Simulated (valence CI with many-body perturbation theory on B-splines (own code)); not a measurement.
## Pm56+: electric-dipole lines

Calculated by relativistic CI+MBPT: three valence electrons over a frozen Dirac-Fock core [He], radial functions for each j: 11 s, 11 p, 9 d, 7 f, 5 g, 2 h, 1 i, with the one-electron correlation potential Σ1 (screened to all orders), the two-electron term Σ2, the three-electron term Σ3, Breit, model QED; selected single and double excitations, second order for the rest (own B-spline code, finite nucleus).

No measured spectrum was set against this ion. As an estimate, large intervals hold to a few tenths of a per cent, small ones and those within an open d or f shell to about a per cent.

Lines 51 to 100 of 280 in falling wavelength, among levels below 599.04 Ry, chosen from the strongest by gf and those to the six lowest levels. Wavelengths and rates use the calculated energies. Electric multipoles are in the length gauge, E1 and E2 with the static RPA response of the core. Weak lines are less certain than strong ones. Lines between different terms over intervals too small for the method are left out, as are lines whose strength nearly cancels. The highest levels of a list are the least certain.

Levels are named by their leading jj configuration (3d3/2^4 stands for four electrons in 3d with j = 3/2), which in mixed levels can hold well under half, so a name can repeat and another be missing. Letters in brackets count levels of one name in rising energy.

| λ vac (Å) | Upper | Lower | A (s⁻¹) | S (a.u.) with core polarisation | S without |
| --- | --- | --- | --- | --- | --- |
| 48.72 | (2s 2p3/2 3p3/2) J=3/2 [b] | (2s 2p3/2 3s) J=1/2 | 1.55e+11 | 3.54e-02 | 3.54e-02 |
| 48.61 | (2s 2p1/2 3p3/2) J=3/2 [b] | (2s 2p1/2 3s) J=3/2 | 1.24e+11 | 2.82e-02 | 2.82e-02 |
| 48.56 | (2p1/2 2p3/2 3p3/2) J=5/2 [b] | (2p1/2 2p3/2 3s) J=3/2 [b] | 6.09e+10 | 2.07e-02 | 2.07e-02 |
| 48.21 | (2s 2p3/2 3p3/2) J=1/2 [b] | (2s 2p3/2 3s) J=1/2 | 2.13e+11 | 2.35e-02 | 2.35e-02 |
| 48.18 | (2p1/2^2 3p3/2) J=3/2 | (2p1/2^2 3s) J=1/2 | 1.39e+11 | 3.07e-02 | 3.07e-02 |
| 47.27 | (2p1/2 2p3/2 3p3/2) J=5/2 [b] | (2p1/2 2p3/2 3s) J=5/2 | 9.07e+10 | 2.84e-02 | 2.84e-02 |
| 46.61 | (2p1/2^2 2p3/2) J=3/2 | (2s 2p1/2 2p3/2) J=5/2 | 5.39e+10 | 1.08e-02 | 1.08e-02 |
| 46.36 | (2s 2p3/2 3p3/2) J=5/2 [a] | (2s 2p3/2 3s) J=5/2 | 1.69e+11 | 4.98e-02 | 4.98e-02 |
| 41.12 | (2p1/2^2 2p3/2) J=3/2 | (2s 2p1/2 2p3/2) J=3/2 [a] | 1.64e+10 | 2.26e-03 | 2.26e-03 |
| 29.78 | (2s^2 2p3/2) J=3/2 | (2s 2p1/2^2) J=1/2 | 3.07e+09 | 1.60e-04 | 1.60e-04 |
| 16.50 | (2s 2p1/2 2p3/2) J=3/2 [a] | (2s^2 2p1/2) J=1/2 | 1.21e+10 | 1.07e-04 | 1.07e-04 |
| 16.12 | (2s 2p3/2^2) J=5/2 | (2s^2 2p3/2) J=3/2 | 4.21e+11 | 5.22e-03 | 5.23e-03 |
| 15.79 | (2p1/2 2p3/2^2) J=3/2 | (2s 2p1/2 2p3/2) J=1/2 | 1.07e+12 | 8.29e-03 | 8.30e-03 |
| 15.44 | (2p1/2 2p3/2 3d3/2) J=5/2 [a] | (2s 2p1/2 3d3/2) J=5/2 | 6.67e+11 | 7.27e-03 | 7.29e-03 |
| 15.40 | (2p1/2 2p3/2^2) J=5/2 | (2s 2p1/2 2p3/2) J=3/2 [b] | 1.28e+12 | 1.38e-02 | 1.38e-02 |
| 15.36 | (2p1/2 2p3/2 3d5/2) J=9/2 | (2s 2p1/2 3d5/2) J=7/2 | 1.06e+12 | 1.89e-02 | 1.90e-02 |
| 15.34 | (2p1/2 2p3/2 3p3/2) J=7/2 | (2s 2p1/2 3p3/2) J=5/2 | 1.23e+12 | 1.75e-02 | 1.75e-02 |
| 15.32 | (2p3/2^3) J=3/2 | (2s 2p3/2^2) J=3/2 | 2.90e+12 | 2.06e-02 | 2.06e-02 |
| 15.24 | (2p1/2 2p3/2 3d5/2) J=7/2 [a] | (2s 2p1/2 3d5/2) J=5/2 [a] | 9.87e+11 | 1.38e-02 | 1.38e-02 |
| 15.24 | (2s 2p3/2 3d5/2) J=7/2 [b] | (2s^2 3d5/2) J=5/2 | 1.60e+12 | 2.23e-02 | 2.24e-02 |
| 15.21 | (2p1/2 2p3/2 3d3/2) J=5/2 [b] | (2s 2p1/2 3d3/2) J=3/2 [b] | 1.06e+12 | 1.11e-02 | 1.11e-02 |
| 15.21 | (2p1/2 2p3/2 3p1/2) J=5/2 | (2s 2p1/2 3p1/2) J=3/2 | 9.97e+11 | 1.04e-02 | 1.04e-02 |
| 15.19 | (2s 2p3/2 3p3/2) J=5/2 [b] | (2s^2 3p3/2) J=3/2 | 1.78e+12 | 1.85e-02 | 1.86e-02 |
| 15.18 | (2p1/2 2p3/2 3p3/2) J=5/2 [a] | (2s 2p1/2 3p3/2) J=3/2 [a] | 9.59e+11 | 9.92e-03 | 9.94e-03 |
| 15.17 | (2p1/2 2p3/2 3d3/2) J=7/2 | (2s 2p1/2 3d3/2) J=5/2 | 1.06e+12 | 1.46e-02 | 1.46e-02 |
| 15.13 | (2p1/2 2p3/2 3d5/2) J=7/2 [b] | (2s 2p1/2 3d5/2) J=5/2 [b] | 5.97e+11 | 8.16e-03 | 8.18e-03 |
| 15.13 | (2p1/2 2p3/2 3p1/2) J=3/2 [b] | (2s 2p1/2 3p1/2) J=1/2 [b] | 1.27e+12 | 8.66e-03 | 8.68e-03 |
| 15.12 | (2p1/2 2p3/2 3s) J=5/2 | (2s 2p1/2 3s) J=3/2 | 1.08e+12 | 1.11e-02 | 1.11e-02 |
| 15.04 | (2s 2p3/2 3d3/2) J=5/2 [b] | (2s^2 3d3/2) J=3/2 | 1.62e+12 | 1.63e-02 | 1.63e-02 |
| 15.02 | (2s 2p3/2 3p1/2) J=1/2 | (2s^2 3p1/2) J=1/2 | 2.01e+12 | 6.74e-03 | 6.75e-03 |
| 15.02 | (2s 2p3/2 3s) J=1/2 | (2s^2 3s) J=1/2 | 1.99e+12 | 6.66e-03 | 6.67e-03 |
| 15.00 | (2p1/2 2p3/2 3d3/2) J=3/2 [a] | (2s 2p1/2 3d3/2) J=3/2 [a] | 1.11e+12 | 7.38e-03 | 7.40e-03 |
| 14.99 | (2s 2p3/2 3p1/2) J=3/2 [b] | (2s^2 3p1/2) J=1/2 | 1.86e+12 | 1.24e-02 | 1.24e-02 |
| 14.97 | (2s 2p3/2 3d5/2) J=5/2 [b] | (2s^2 3d5/2) J=5/2 | 1.83e+12 | 1.82e-02 | 1.82e-02 |
| 14.94 | (2p1/2 2p3/2 3d5/2) J=7/2 [b] | (2s 2p1/2 3d5/2) J=7/2 | 6.52e+11 | 8.57e-03 | 8.59e-03 |
| 14.94 | (2s 2p3/2 3s) J=3/2 [b] | (2s^2 3s) J=1/2 | 1.86e+12 | 1.22e-02 | 1.22e-02 |
| 14.93 | (2s 2p3/2 3p3/2) J=3/2 [b] | (2s^2 3p3/2) J=3/2 | 1.84e+12 | 1.21e-02 | 1.21e-02 |
| 14.93 | (2s 2p3/2 3d5/2) J=3/2 [b] | (2s^2 3d5/2) J=5/2 | 2.02e+12 | 1.33e-02 | 1.33e-02 |
| 14.90 | (2s 2p3/2 3d3/2) J=3/2 [b] | (2s^2 3d3/2) J=3/2 | 1.36e+12 | 8.86e-03 | 8.87e-03 |
| 14.73 | (2p1/2 2p3/2^2) J=3/2 | (2s 2p1/2 2p3/2) J=5/2 | 1.78e+11 | 1.12e-03 | 1.13e-03 |
| 14.70 | (2s 2p1/2 2p3/2) J=1/2 | (2s^2 2p1/2) J=1/2 | 2.24e+12 | 7.03e-03 | 7.04e-03 |
| 14.68 | (2s 2p1/2 2p3/2) J=3/2 [b] | (2s^2 2p1/2) J=1/2 | 1.91e+12 | 1.19e-02 | 1.20e-02 |
| 14.59 | (2p1/2 2p3/2^2) J=1/2 | (2s 2p1/2 2p3/2) J=3/2 [b] | 2.31e+12 | 7.09e-03 | 7.11e-03 |
| 14.57 | (2p1/2 2p3/2^2) J=1/2 | (2s 2p1/2 2p3/2) J=1/2 | 1.02e+12 | 3.10e-03 | 3.11e-03 |
| 14.50 | (2s 2p3/2^2) J=1/2 | (2s^2 2p3/2) J=3/2 | 1.82e+12 | 5.47e-03 | 5.48e-03 |
| 14.49 | (2p1/2^2 2p3/2) J=3/2 | (2s 2p1/2^2) J=1/2 | 1.41e+12 | 8.50e-03 | 8.51e-03 |
| 14.49 | (2s 2p3/2^2) J=3/2 | (2s^2 2p3/2) J=3/2 | 3.20e+12 | 1.92e-02 | 1.93e-02 |
| 14.36 | (2p1/2 2p3/2^2) J=5/2 | (2s 2p1/2 2p3/2) J=5/2 | 1.40e+12 | 1.22e-02 | 1.23e-02 |
| 14.13 | (2p1/2 2p3/2^2) J=3/2 | (2s 2p1/2 2p3/2) J=3/2 [a] | 1.55e+12 | 8.66e-03 | 8.67e-03 |
| 13.80 | (2p1/2 2p3/2^2) J=5/2 | (2s 2p1/2 2p3/2) J=3/2 [a] | 2.95e+10 | 2.29e-04 | 2.30e-04 |
